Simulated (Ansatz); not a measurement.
Job for Ansatz (a quantum-chemistry and plane-wave program): U-B3LYP/cc-pVTZ on CH6Ge (SMILES [CH3][GeH3]), a point of a bond scan (R = 1.634 Å).

Ansatz 0.2 input:
```yaml
crystal:
  periodic: [false, false, false]
  atoms:
    - {symbol: Ge, position_ang: [-0.38835125, 0.04640901, -0.00852656]}
    - {symbol: C, position_ang: [1.56306430, -0.18679033, 0.03431833]}
    - {symbol: H, position_ang: [-1.01360672, -0.86595548, -1.08094616]}
    - {symbol: H, position_ang: [-0.74620326, 1.50809990, -0.33843382]}
    - {symbol: H, position_ang: [-1.00099970, -0.31222034, 1.35876419]}
    - {symbol: H, position_ang: [1.93846219, -1.73837938, 0.38453888]}
    - {symbol: H, position_ang: [2.00262959, 0.45945623, 0.79343740]}
    - {symbol: H, position_ang: [1.99370484, 0.06745653, -0.93368027]}
basis:
  gaussian:
    orbitals: cc-pVTZ
hamiltonian:
  xc: {name: B3LYP}
magnetization: {spin_polarized: true, initial_magnetization: 0}
```

Program output:

```
WARN ansatz: RAYON_NUM_THREADS=1 ignored (pool sized by the plan → 1); use --threads N
Functional definition: B3LYP
integrals: 0.06 GiB planned
938 factors; their error is unknown
mean field: 0.81 GiB planned
mean field evaluation 1: about -57647.6499 eV, gradient 3.6e1 eV
mean field evaluation 2: about -57639.5308 eV, gradient 4.7e1 eV
mean field evaluation 4: about -57653.8455 eV, gradient 1.8e0 eV
mean field evaluation 8: about -57654.0127 eV, gradient 4.5e-2 eV
mean field evaluation 16: about -57654.0127 eV, gradient 2.7e-5 eV
mean field -57654.01266483 eV, -2118.7458861390 hartree, gradient 2.7e-5 eV, S^2 0.000000; 0 other end points of the search recorded, 0 dependent functions left out
reference -57654.01291327 eV, -2118.7458952690 hartree; 22, 22 occupied and 135, 135 virtual orbitals, 938 factors
Total energy: -57654.01291327 eV, -2118.7458952690 hartree
```

The calculation finished and met its thresholds.

Cost: very roughly 9 core-seconds.
